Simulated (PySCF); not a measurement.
## Exercise with solution: entropy of an ideal gas

F2Si, SMILES F[Si]F (connectivity only; charge and spin as stated), charge +1, multiplicity 2.

Coordinates come from a PBE-D3(BJ)/def2-TZVP optimisation. The isomer is the one that the SMILES or the coordinates give; other isomers of the formula were not compared.

PySCF with PBE-D3(BJ)/def2-TZVP gives the harmonic wavenumbers 271, 880, 1068 cm⁻¹ and the rotational temperatures 2.5357, 0.3499, 0.3075 K. The molar mass is 66.08 g/mol, the symmetry number 2, the spin multiplicity 2.

Q: Work out the entropy at 298.15 K and 1 atm in the rigid-rotor, harmonic-oscillator model.

A: 
Translation (Sackur–Tetrode at 1 atm): S = R[1.5 ln M + 2.5 ln T − 1.16487] = 161.0 J/(mol K).
Rotation: q = (√π/σ) T^1.5/√(θA θB θC) = 8730, S = R[ln q + 3/2] = 87.9 J/(mol K).
Vibration: with u = 1.4388 ν/T, each mode gives R[u/(e^u − 1) − ln(1 − e^−u)]:
```json
[
 {"ν (cm⁻¹)": "271", "modes": "1", "u": "1.31", "S (J/(mol K))": "6.65"},
 {"ν (cm⁻¹)": "880", "modes": "1", "u": "4.25", "S (J/(mol K))": "0.63"},
 {"ν (cm⁻¹)": "1068", "modes": "1", "u": "5.15", "S (J/(mol K))": "0.30"}
]
```
These are all the modes. Sum 7.6 J/(mol K).
Spin: R ln 2 = 5.8 J/(mol K).
Total 262.3 J/(mol K); the program's own thermochemistry gives 262.3. Translation makes up 61 % and vibration 3 %. Anharmonicity, hindered rotation and orbital degeneracy are left out.
